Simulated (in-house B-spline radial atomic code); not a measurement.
Excitations of Ca8+ by several methods

Full response, energies in eV; labels give the largest channel, * marks a mixed state, a dash one above the method's threshold, and an imaginary frequency an unstable closed-shell reference. Computed with an all-electron radial atomic-structure program (B-spline basis): linear response of the closed shell [Ne] 3s2 with each method's own kernel (bare exchange for TDHF, static screening on G0W0 levels for BSE, the adiabatic kernel for functionals); non-relativistic, point nucleus, no spin-orbit coupling, no double excitations, S, P, D and F terms only.

```csv
method,3s → 3p 3P,3s → 3p 1P,3s → 3d 3D,α (bohr³)
TDHF,?,?,?,?
BSE on G0W0@HF,16.633,26.360,51.57,1.118
LDA VWN5,?,?,?,?
PBE,16.696,25.986,47.10,1.153
PBE0,16.381,25.832,47.60,1.175
B3LYP (VWN-RPA),16.282,26.038,47.34,1.15
CAM-B3LYP,16.318,26.078,47.53,1.147
LC-wPBE,16.609,25.949,47.35,1.156
wB97X,17.027,26.067,48.05,1.151
HSE06,16.617,25.993,47.66,1.161
BHandHLYP,15.732,25.892,47.80,1.175
BLYP,16.312,26.161,46.72,1.134
PBEsol,16.602,25.914,47.17,1.155
BP86,16.725,25.984,47.11,1.152
LDA exchange-only,16.350,26.228,47.21,1.122
B97-1,16.517,25.744,47.80,1.181
RPBE,16.265,25.741,46.71,1.178
OLYP,14.644,25.242,45.73,1.222
```

**Question.** What does LDA VWN5 give?

**Answer.** 3s → 3p 3P: 17.306; 3s → 3p 1P: 26.126; 3s → 3d 3D: 47.98; α: 1.127 (eV, bohr³).

**Question.** What does TDHF give?

**Answer.** 3s → 3p 3P: 14.819; 3s → 3p 1P: 25.594; 3s → 3d 3D: 48.65; α: 1.223 (eV, bohr³).
